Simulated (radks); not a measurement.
Values are calculated unless marked as measured or tabulated.
All-electron atom: Tb4+ in [Kr] 4d10 4f7 5s1 5p6 6p1 (not the ground configuration). Code: a radial shooting solver on a logarithmic mesh with Libxc functionals. Model: scalar-relativistic Kohn-Sham, exchange-only LDA, spin-polarised, spherical densities, finite nucleus; open shells are filled with parallel spins first (spin-orbit coupling, left out, can overturn this in heavy ions); Fermi nuclear charge, rms radius 5.06 fm. Some entries of the table are withheld. Estimate them.

orbital  occ.  eigenvalue (eV)  <r> (bohr)  r(max) (bohr)
1s up       1        -51861.85     0.02152        0.01366
1s down     1        -51861.70     0.02152        0.01366
2s up       1        -8648.716     0.09157        0.07757
2s down     1        -8648.496     0.09157        0.07757
2p up       3        -7696.019     0.08092        0.06281
2p down     3        -7695.831     0.08092        0.06281
3s up       1        -1967.487      0.2398         0.2201
3s down     1        -1964.083      0.2396         0.2200
3p up       3        -1673.587      0.2384         0.2160
3p down     3        -1670.205      0.2382         0.2159
3d up       5        -1289.056      0.2168         0.1764
3d down     5        -1286.400      0.2165         0.1763
4s up       1        -440.7040      0.5405         0.5045
4s down     1        -433.2795      0.5404         0.5042
4p up       3        -343.5357      0.5717         0.5264
4p down     3        -336.1574      0.5718         0.5262
4d up       5        -209.9602      0.6181         0.5452
4d down     5        -202.6374      0.6188         0.5449
5s up       1        -100.7874       1.246          1.143
5s down     0         -95.8966       1.266          1.155
5p up       3         -74.9395       1.410          1.272
5p down     3         -70.8898       1.438          1.293
4f up       7         -63.8206      0.7635         0.5414
4f down     0         -56.8036      0.7814         0.5430
5d up       0         -42.4446       1.843          1.594
5d down     0         -39.6123       1.873          1.636
6s up       0              (1)       2.739          2.584
6s down     0              (2)       2.731          2.577
6p up       1         -28.6904       3.137          2.980
6p down     0         -25.7669       3.168          2.983
5f up       0         -19.0574       3.305          2.959
5f down     0         -16.5307       3.391          2.917
7p up       0         -14.9342         (3)          5.575
7p down     0         -13.6335         (4)          5.888

Answer. 
(1) 6s up eigenvalue (eV): -35.6337
(2) 6s down eigenvalue (eV): -32.8740
(3) 7p up <r> (bohr): 5.508
(4) 7p down <r> (bohr): 5.902
